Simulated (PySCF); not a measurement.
**Shifts of the heteroatoms**

Structure with atom numbers: `[CH2:1]=[CH:2][Si@@H:3]([NH2:4])[CH:5]1[CH2:6][CH2:7]1` (H(Xn): hydrogen on atom n). Ha(C1) is cis to Si3; Ha(C6), Ha(C7) are cis to Si3 on the ring; Hb(C1) is trans to Si3; Hb(C6), Hb(C7) are trans to Si3 on the ring.

- coordinates at the GFN2-xTB level
- GIAO PBE0/pcSseg-1 shieldings
- code: PySCF
- rapidly exchanging positions averaged, relativity neglected, a single conformation, no solvent model

(1) What are the ²⁹Si shifts?

(2) What are the ¹⁵N shifts?

## Answers

(1) 
| atoms | environment | σ (ppm) | δ (ppm) |
| --- | --- | --- | --- |
| Si3 | silicon bonded to 2 C, N, H | 372.0 | -25.8 |

Shieldings were converted by a linear fit to measured shifts: ²⁹Si: δ = 279.94 − 0.822σ (rms 8.9 ppm, 72 shifts, 25.8 ppm with the 6 outliers that the fit left out vs TMS, solution or neat liquid). Occasional misses reach two or three times the rms, and more in compound classes unlike the fitted ones.

On a 500 MHz spectrometer ²⁹Si resonates near 99.3 MHz, so 1 ppm is 99.3 Hz.

(2) 
```tsv
atoms	environment	σ (ppm)	δ (ppm)
N4	nitrogen bonded to Si, 2 H	257.1	-384.9
```

Shieldings were converted by a linear fit to measured shifts: ¹⁵N (scatter 6.3 ppm rms vs CH3NO2, solution or neat liquid). Occasional misses reach two or three times the rms, and more in compound classes unlike the fitted ones.

On a 300 MHz spectrometer ¹⁵N resonates near 30.4 MHz, so 1 ppm is 30.4 Hz.
